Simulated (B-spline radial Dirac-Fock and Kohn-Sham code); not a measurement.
How the levels of zinc move as electrons are removed

These are calculated numbers from a B-spline atomic structure program; the model is Dirac-Fock ΔSCF + Breit + QED. Each ion is free and in its tabulated ground configuration. No correlation.

Reference: Zn⁵⁺, [Ar] 3d7, with L1 (2s) 1312.7 eV, M1 (3s) 246.1 eV, M2 (3p1/2) 194.8 eV, M3 (3p3/2) 191.5 eV, M4,5 (3d) 109.8 eV, Kα1 (K-L3) 8636.5 eV, Kβ1 (K-M3) 9579.7 eV, Lℓ (L3-M1) 888.7 eV. Shifts from it, in eV (a dash: the subshell is empty, belongs to an open shell averaged over j, or its hole state is left out as unreliable):

```
  ion  configuration  L1 (2s)  M1 (3s)  M2 (3p1/2)  M3 (3p3/2)  M4,5 (3d)    Kα1     Kβ1      Lℓ
 Zn⁶⁺       [Ar] 3d6    +33.7    +28.4       +27.7       +27.6      +28.5  -0.70   +5.33   +5.26
 Zn⁷⁺       [Ar] 3d5    +70.1    +58.4       +57.1       +56.8      +58.9  -1.36  +11.73  +11.56
 Zn⁸⁺       [Ar] 3d4   +108.9    +89.9       +88.0       +87.6      +91.2  -1.95  +19.23  +18.91
 Zn⁹⁺       [Ar] 3d3        ?        ?           ?           ?          ?      ?       ?       ?
Zn¹⁰⁺       [Ar] 3d2   +194.0   +157.1      +154.1      +153.5     +161.0  -2.83  +37.56  +36.73
Zn¹¹⁺       [Ar] 3d1   +240.1   +192.8      +189.3      +188.5     +198.5  -3.07  +48.41  +47.20
Zn¹²⁺   [Ne] 3s2 3p6   +288.4   +229.7      +225.9      +224.9          –  -3.15  +60.39  +58.69
```

**Question.** Give the missing shifts for Zn⁹⁺.

**Answer.** L1 (2s) +150.3, M1 (3s) +122.8, M2 (3p1/2) +120.3, M3 (3p3/2) +119.8, M4,5 (3d) +125.2, Kα1 -2.45, Kβ1 +27.84, Lℓ +27.30 (eV).

Over this range L1 (2s) moves by +288.4 eV and Kα1 by -3.1 eV: a line is a difference of two levels that shift in the same direction.
